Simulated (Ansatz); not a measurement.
A nudged elastic band was laid between two geometries of CH$_{6}$InN (9 atoms, charge 0, multiplicity 1).

Theory: Ansatz 0.2.0, RKS B3LYP/def2-SVP.

```
movable images  : 7
climbing image  : yes
spring          : 5.0 eV/Å²
optimiser       : quadratic models (default)
start path      : IDPP
force threshold : 0.05 eV/Å
iteration limit : 40
end points      : relaxed
```

First end point:

```xyz
9
Properties=species:S:1:pos:R:3
C -1.064 0.892 -0.914
In 0.725 -0.227 -0.376
N 0.765 -0.970 1.520
H -1.571 0.405 -1.760
H -0.793 1.914 -1.217
H -1.756 0.941 -0.061
H 2.139 -0.594 -1.307
H 0.024 -0.852 2.204
H 1.532 -1.509 1.912
```

Last end point:

```xyz
9
Properties=species:S:1:pos:R:3
C -0.784 1.446 -0.241
In 0.842 0.005 -0.095
N 0.298 -1.895 0.400
H -1.744 0.965 -0.005
H -0.830 1.857 -1.261
H -0.616 2.277 0.460
H 2.546 0.211 -0.335
H -0.656 -2.195 0.575
H 0.944 -2.671 0.502
```

**Question.** What changes between the two ends?

**Answer.** No bond is made or broken. The dihedral H6–C1–In2–N3 goes from 1 to 121°. The two ends are copies of one structure, up to a mirror image or an exchange of like atoms.

**Question.** What energy profile does the band end with?

**Answer.** It converged. The highest image is number 4 of 0 to 8, 0.007 eV above the ends, which have the same energy within 2 meV. The top lies less than 8 meV above the higher end, about what the thresholds resolve: that end is a shoulder or a very shallow well. A vibrational analysis at the climbing image gives no mode beyond 40i cm⁻¹: the surface is too flat there to confirm a saddle point.

```json
{"image": "0", "path coordinate (Å)": "0.00", "energy (eV)": "0.000", "dihedral H6–C1–In2–N3 (°)": "1"}
{"image": "1", "path coordinate (Å)": "0.41", "energy (eV)": "0.001", "dihedral H6–C1–In2–N3 (°)": "15"}
{"image": "2", "path coordinate (Å)": "0.82", "energy (eV)": "0.003", "dihedral H6–C1–In2–N3 (°)": "30"}
{"image": "3", "path coordinate (Å)": "1.23", "energy (eV)": "0.006", "dihedral H6–C1–In2–N3 (°)": "45"}
{"image": "4", "path coordinate (Å)": "1.64", "energy (eV)": "0.007", "dihedral H6–C1–In2–N3 (°)": "60"}
{"image": "5", "path coordinate (Å)": "2.05", "energy (eV)": "0.006", "dihedral H6–C1–In2–N3 (°)": "76"}
{"image": "6", "path coordinate (Å)": "2.47", "energy (eV)": "0.003", "dihedral H6–C1–In2–N3 (°)": "91"}
{"image": "7", "path coordinate (Å)": "2.88", "energy (eV)": "0.001", "dihedral H6–C1–In2–N3 (°)": "106"}
{"image": "8", "path coordinate (Å)": "3.30", "energy (eV)": "0.000", "dihedral H6–C1–In2–N3 (°)": "121"}
```

**Question.** What is the geometry of the highest image?

**Answer.** 
```xyz
9
Properties=species:S:1:pos:R:3
C -0.894 1.268 -0.601
In 0.821 -0.016 -0.215
N 0.468 -1.638 0.965
H -1.693 0.689 -1.089
H -0.619 2.111 -1.252
H -1.284 1.666 0.348
H 2.463 0.116 -0.755
H -0.433 -1.875 1.369
H 1.171 -2.321 1.230
```

Time of the run: 110 s on 1 thread of Arm Neoverse V2, with other jobs on the host, peak memory 0.17 GiB.
